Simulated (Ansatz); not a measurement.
Geometry optimisation, Ansatz 0.2.0, RHF/6-31G*.

input.yaml

```yaml
crystal:
  periodic: [false, false, false]
  atoms:
    - { symbol: Al, position_ang: [0.0, 0.0, 0.0] }
    - { symbol: "N", position_ang: [0.0, 0.0, 2.27] }
    - { symbol: H, position_ang: [-0.877, -0.2713, 2.8] }
    - { symbol: H, position_ang: [0.877, 0.2713, 2.8] }
    - { symbol: H, position_ang: [1.351, 0.0, -0.78] }
    - { symbol: F, position_ang: [-1.4635, 0.0, -0.845] }
    - { symbol: O, position_ang: [-0.2602, 1.9567, 0.6559] }
    - { symbol: H, position_ang: [-1.1988, 2.262, 0.4419] }
    - { symbol: H, position_ang: [-0.1672, 1.2578, 1.8121] }
basis:
  gaussian: { orbitals: "6-31G*" }
hamiltonian:
  xc: hf
relax:
  f_tol: 0.15
  max_steps: 25
  restrain:
    - { distance: [0, 6], at: 1.78, k: 30.0 }
    - { distance: [8, 1], at: 1.06, k: 30.0 }
    - { distance: [0, 1], at: 3.12, k: 30.0 }
    - { distance: [8, 6], at: 2.21, k: 30.0 }
output:
  orbitals: {}
```

Run as:

```bash
$ ansatz run input.yaml --threads 1 --pin off --max-ram 2048MiB --backend cpu --events-out ev --progress --plain --runs-dir out
```

Q: Where does it end, and by what steps?

A: It converged. The restraints hold the end off the free minimum. After 10 steps the energy has fallen by 2.274 eV (the restraints' own energy left out); Al1 moved furthest, 0.70 Å. Joined: N2–H9 (1.35 → 1.03 Å).

| step | energy less start (eV) | largest force component (eV/Å) | accepted |
| --- | --- | --- | --- |
| 0 | 0.0000 | 3.817 | yes |
| 1 | -0.5777 | 4.997 | yes |
| 2 | -1.3651 | 4.035 | yes |
| 3 | -1.7664 | 3.321 | yes |
| 4 | -1.9763 | 3.021 | yes |
| 5 | -2.1283 | 2.098 | yes |
| 6 | -2.1972 | 1.460 | yes |
| 7 | -2.2200 | 1.389 | yes |
| 8 | -2.2489 | 1.048 | yes |
| 9 | -2.2512 | 1.075 | yes |
| 10 | -2.2743 | 1.087 | yes |

```xyz
9
Properties=species:S:1:pos:R:3
Al -0.095 0.467 -0.517
N -0.007 0.066 2.557
H -0.783 -0.164 3.148
H 0.834 -0.057 3.088
H 1.341 -0.008 -0.902
F -1.429 -0.301 -1.078
O -0.338 1.992 0.300
H -1.179 2.426 0.265
H -0.083 1.056 2.295
```

Run time: 20 s on 1 thread of Arm Neoverse V2 (shared host), peak memory 0.15 GiB.
